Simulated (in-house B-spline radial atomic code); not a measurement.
A fraction x of an electron is added to 2p in neutral fluorine, starting from [He] 2s2 2p5 and keeping the highest spin. Computed with a radial B-spline atomic code at the basis-set limit: non-relativistic OLYP, spin-polarised, spherical fractional occupations, point nucleus.

```csv
x,E(x) - E(0) (eV),2p down level (eV)
0,0.0000,-10.072
0.1,-0.9380,-8.694
0.2,?,?
0.3,-2.4102,-6.057
0.4,-2.9530,-4.806
0.5,?,?
0.6,-3.6753,-2.454
0.7,-3.8658,-1.366
0.8,-3.9510,-0.351
```

What belongs in the row x = 0.2?

An energy change of -1.7400 eV; 2p down at -7.354 eV.

What belongs in the row x = 0.5?

An energy change of -3.3730 eV; 2p down at -3.603 eV.

Check Janak's theorem between x = 0.3 and 0.4.

The slope of the energy is -5.43 eV; the orbital levels give -5.43 eV (ε of the filling orbital, averaged over the two points).

Up to what added charge does this functional bind the extra electron?

The highest level rises by about 10 eV per electron near x = 0.8 and would reach zero near x = 0.83, so a whole extra electron isn't bound at the basis-set limit.
